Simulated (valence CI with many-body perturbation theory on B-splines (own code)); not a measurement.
# Co XXII: electric-dipole lines

Method: valence CI with perturbative core correlation (CI+MBPT): four valence electrons over a frozen Dirac-Fock core [He], a basis of 11 s, 11 p, 10 d, 8 f, 5 g, 2 h functions for each j, with the one-electron correlation potential Σ1 (screened to all orders), the two-electron term Σ2, the three-electron term Σ3, Breit, model QED; selected single and double excitations, second order for the rest, scaled by the run's own slope (own B-spline code, finite nucleus).

No measured spectrum was set against this ion. As an estimate, levels of excited configurations hold to 0.05 to 0.15 % of their energy, terms of the ground configuration to about 0.5 %. Among the levels kept, up to 1100 cm⁻¹ of a level comes from second order outside the variational space, and about a tenth of that is noise between levels of different J, which matters for small intervals.

Lines 151 to 200 of 544 in falling wavelength, among levels below 1275.4 eV, chosen from the strongest by gf and those to the six lowest levels. Wavelengths and rates use the calculated energies, so an error of 600 cm⁻¹ moves a line at 13.41 nm by 0.08 % and its rate by three times that or more. Electric multipoles are in the length gauge with retardation, E1 and E2 with the static RPA response of the core. Weak lines are less certain than strong ones. Lines between different terms over intervals too small for the method are left out, as are lines whose strength nearly cancels. The highest levels of a list are the least certain.

Names give the largest LS component (configuration and term), which can be under half, so a name can repeat, a term be missing and a line seem to break the LS rules; names also repeat where a configuration has a term twice. Letters in brackets count levels of one name in rising energy.

```tsv
λ vac (nm)	Upper	Lower	A (s⁻¹)	S (a.u.)
13.41	2s 2p3 3D°_2	2s2 2p2 3P_1	1.02e+10	6.05e-02
13.34	2p3 3d 3D°_3	2s 2p2 3d 3D_3 [a]	5.49e+09	4.50e-02
13.28	2p3 3s 3D°_3	2s 2p2 3s 3D_3	1.40e+10	1.14e-01
13.07	2s 2p2 3p 3P°_2 [b]	2s2 2p 3p 3S_1	7.64e+09	4.21e-02
12.98	2p3 3s 3D°_3	2s 2p2 3s 3D_2	5.63e+09	4.25e-02
12.83	2s 2p2 3d 3G_4	2s2 2p 3d 3F°_3	6.17e+09	5.79e-02
12.79	2p3 3d 3D°_3	2s 2p2 3d 3F_4 [a]	1.64e+10	1.18e-01
12.68	2s 2p2 3p 3F°_3	2s2 2p 3p 3D_2	8.78e+09	6.18e-02
12.56	2p3 3d 5D°_3	2s 2p2 3d 5D_4	1.32e+10	9.01e-02
12.54	2s 2p2 3d 3F_3 [b]	2s2 2p 3d 3F°_3	6.02e+09	4.10e-02
12.50	2p3 3p 5P_2	2s 2p2 3p 5P°_3	1.48e+10	7.12e-02
12.48	2p3 3p 3P_2 [a]	2s 2p2 3p 3D°_3 [a]	1.59e+10	7.65e-02
12.41	2p3 3d 3D°_2	2s 2p2 3d 3F_3 [a]	1.32e+10	6.22e-02
12.40	2s 2p2 3d 3G_3	2s2 2p 3d 3F°_2	7.89e+09	5.20e-02
12.38	2s 2p2 3p 1D°_2 [a]	2s2 2p 3p 3P_1 [a]	8.45e+09	3.95e-02
12.35	2p3 3p 5P_3	2s 2p2 3p 5D°_4	2.04e+10	1.33e-01
12.33	2s 2p2 3s 3D_2	2s2 2p 3s 3P°_1	1.23e+10	5.68e-02
12.32	2p3 3d 5D°_4	2s 2p2 3d 5F_5	2.08e+10	1.73e-01
12.24	2s 2p2 3p 3F°_2	2s2 2p 3p 3D_1	1.30e+10	5.87e-02
12.15	2p3 3s 3S°_1	2s 2p2 3s 3P_2 [a]	2.64e+10	7.02e-02
12.14	2p3 3s 5S°_2	2s 2p2 3s 5P_3	1.86e+10	8.21e-02
12.04	2s 2p2 3d 3F_2 [c]	2s2 2p 3d 3F°_2	1.18e+10	5.08e-02
11.99	2s 2p3 3D°_1	2s2 2p2 3P_0	1.37e+10	3.51e-02
11.96	2p4 1S_0	2s 2p3 1P°_1	8.25e+10	6.96e-02
11.92	2p3 3d 5D°_2	2s 2p2 3d 5F_3 [b]	1.22e+10	5.10e-02
11.83	2p4 3P_1	2s 2p3 3P°_2	1.79e+10	4.40e-02
11.69	2s 2p2 3p 3D°_1 [b]	2s2 2p 3p 3D_1	1.90e+10	4.50e-02
11.69	2p3 3d 5D°_3	2s 2p2 3d 5F_4	7.99e+09	4.41e-02
11.62	2s 2p3 3P°_1	2s2 2p2 3P_2	2.51e+09	5.83e-03
11.62	2p3 3d 5D°_4	2s 2p2 3d 5F_4	1.07e+10	7.43e-02
11.56	2p3 3p 5P_3	2s 2p2 3p 5D°_3	1.22e+10	6.49e-02
11.43	2p3 3d 3D°_1	2s 2p2 3d 3F_2 [b]	1.57e+10	3.46e-02
11.35	2p3 3s 5S°_2	2s 2p2 3s 5P_2	1.61e+10	5.81e-02
11.33	2s 2p3 3P°_2	2s2 2p2 3P_2	2.35e+10	8.44e-02
11.32	2p4 3P_2	2s 2p3 3D°_3	2.94e+10	1.05e-01
11.30	2s 2p2 3d 3F_2 [d]	2s2 2p 3d 3D°_1	9.73e+09	3.46e-02
11.14	2s 2p3 3P°_0	2s2 2p2 3P_1	2.44e+10	1.67e-02
11.07	2p3 3d 5D°_3	2s 2p2 3d 5F_3 [a]	9.57e+09	4.48e-02
11.05	2s 2p2 3d 1F_3 [b]	2s2 2p 3d 1F°_3	3.35e+10	1.56e-01
11.03	2s 2p2 3d 3D_3 [c]	2s2 2p 3d 3D°_3	8.85e+09	4.11e-02
11.01	2s 2p2 3d 3F_3 [c]	2s2 2p 3d 3P°_2 [a]	9.85e+09	4.54e-02
11.01	2s 2p3 3P°_1	2s2 2p2 3P_1	1.92e+10	3.78e-02
10.96	2s 2p2 3d 3D_3 [d]	2s2 2p 3d 3P°_2 [b]	7.71e+09	3.51e-02
10.95	2s 2p2 3d 3F_3 [c]	2s2 2p 3d 3F°_3	1.61e+10	7.30e-02
10.91	2p4 3P_2	2s 2p3 3D°_2	1.48e+10	4.75e-02
10.86	2p3 3p 5P_3	2s 2p2 3p 5D°_2	7.38e+09	3.26e-02
10.83	2p3 3d 5D°_2	2s 2p2 3d 5F_2	1.12e+10	3.51e-02
10.81	2s 2p2 3s 3P_1 [b]	2s2 2p 3s 3P°_1	3.12e+10	5.83e-02
10.80	2s 2p2 3p 3D°_2 [c]	2s2 2p 3p 3D_2	1.98e+10	6.15e-02
10.79	2p3 3s 3P°_1	2s 2p2 3s 3D_2	2.45e+10	4.56e-02
```
